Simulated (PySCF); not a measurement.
## Spin-rotation constants: `[H][Ge]([H])([H])[NH]C(C)(C)C`, C₄H₁₃GeN

Cartesian coordinates in Å; atom numbers follow the order of the lines, from 1:
```xyz
19

Ge    1.0225    1.3993    1.6992
H     0.7114    1.5252    3.1542
H     2.4481    0.9900    1.5077
H     0.8363    2.7483    1.0429
N    -0.0505    0.0686    1.1205
C    -0.2434   -0.3468   -0.2623
C     1.1113   -0.3545   -0.9620
C    -0.8290   -1.7634   -0.2558
C    -1.1986    0.6017   -0.9971
H    -0.9286    0.0121    1.6201
H     1.0172   -0.7391   -1.9743
H     1.5114    0.6582   -1.0075
H     1.8074   -0.9788   -0.4068
H    -0.1673   -2.4338    0.2869
H    -0.9480   -2.1318   -1.2716
H    -1.8022   -1.7713    0.2312
H    -0.7909    1.6118   -0.9918
H    -2.1699    0.6184   -0.5051
H    -1.3372    0.2860   -2.0284
```

Computed, not measured: PySCF, GIAO X3LYP/def2-SVP magnetisability, rotational g tensor and spin-rotation constants, non-relativistic, gas phase. Geometry: GFN2-xTB.

The calculation is non-relativistic, which matters for the atoms heavier than Zn.

Question: Give the nuclear spin-rotation constants along the inertial axes (H = +C I·J) beside the isotropic shieldings.

Answer: Rotational constants 4.3358, 1.1606, 1.1598 GHz. A star marks the isotopologue with that one atom substituted, in its own axes.
```
atom  isotope  Caa (kHz)  Cbb (kHz)  Ccc (kHz)  mean (kHz)  σ (ppm)
  H2       1H     -0.207     -0.060     -0.060      -0.109     27.9
  H3       1H     -0.379     -0.032     -0.032      -0.147     27.5
  H4       1H     -0.358     -0.029     -0.029      -0.139     27.0
  N5      14N      0.216      0.048      0.048       0.104    225.3
 H10       1H     -0.554     -0.071     -0.071      -0.232     32.3
 H11       1H     -0.014     -0.115     -0.115      -0.081     30.7
 H12       1H     -0.195     -0.089     -0.089      -0.124     30.6
 H13       1H     -0.456     -0.053     -0.053      -0.187     30.6
 H14       1H     -0.464     -0.052     -0.052      -0.189     30.6
 H15       1H      0.001     -0.116     -0.116      -0.077     30.7
 H16       1H     -0.499     -0.051     -0.051      -0.201     30.9
 H17       1H     -0.158     -0.091     -0.091      -0.113     30.3
 H18       1H     -0.530     -0.049     -0.049      -0.210     31.1
 H19       1H     -0.017     -0.114     -0.114      -0.082     30.7
 Ge1    73Ge*     -0.959     -0.291     -0.291      -0.514   1626.4
  C6     13C*      0.708      0.215      0.215       0.379    143.8
  C7     13C*      0.732      0.150      0.182       0.355    161.0
```
Where two moments of inertia are equal or nearly so, the constants along those axes are given as their average.
For the geometry as given, no vibrational averaging.
